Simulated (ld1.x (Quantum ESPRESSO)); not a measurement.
Reading a pseudo-wave (nitrogen (N))

Columns: radius, all-electron u(r) and pseudo u(r) of the 2p shell (level -28.73 eV) of nitrogen in the configuration [He] 2s2 2p1.5; PBE, scalar-relativistic, TM scheme, ld1.x (Quantum ESPRESSO) 7.5.

| r (bohr) | all-electron | pseudo |
| --- | --- | --- |
| 0.115 | 0.1094 | 0.0341 |
| 0.230 | 0.3077 | 0.1314 |
| 0.345 | 0.4996 | 0.2770 |
| 0.460 | 0.6535 | 0.4489 |
| 0.575 | 0.7642 | 0.6217 |
| 0.690 | 0.8350 | 0.7713 |
| 0.805 | 0.8702 | 0.8798 |
| 0.920 | 0.8763 | 0.9390 |
| 1.035 | 0.8601 | 0.9498 |
| 1.150 | 0.8278 | 0.9212 |
| 1.265 | 0.7846 | 0.8655 |
| 1.380 | 0.7345 | 0.7954 |
| 1.495 | 0.6808 | 0.7209 |
| 1.610 | 0.6260 | 0.6489 |
| 1.725 | 0.5717 | 0.5827 |
| 1.840 | 0.5191 | 0.5234 |
| 1.955 | 0.4692 | 0.4704 |
| 2.070 | 0.4224 | 0.4226 |
| 2.185 | 0.3789 | 0.3789 |
| 2.300 | 0.3389 | 0.3389 |
| 2.415 | 0.3023 | 0.3023 |
| 2.530 | 0.2689 | 0.2689 |
| 2.645 | 0.2387 | 0.2387 |
| 2.760 | 0.2113 | 0.2113 |
| 2.875 | 0.1867 | 0.1867 |
| 2.990 | 0.1647 | 0.1647 |

How many radial nodes do the two functions have?

The all-electron 2p function has n − l − 1 = 0; the pseudo-wave has 0.

At about which radius was the pseudo-wave matched?

2.30 bohr. The columns agree to 0.0005 from 2.07 bohr on; several derivatives are matched, so the curves merge somewhat inside the radius.

Where does each function peak?

Outermost all-electron maximum near 0.92 bohr, pseudo maximum near 1.03 bohr (to the table’s step).

Is the pseudo-wave norm-conserving?

Yes: the TM scheme keeps the norm inside the radius equal to the all-electron one, which fixes the energy derivative of the logarithmic derivative at the level.
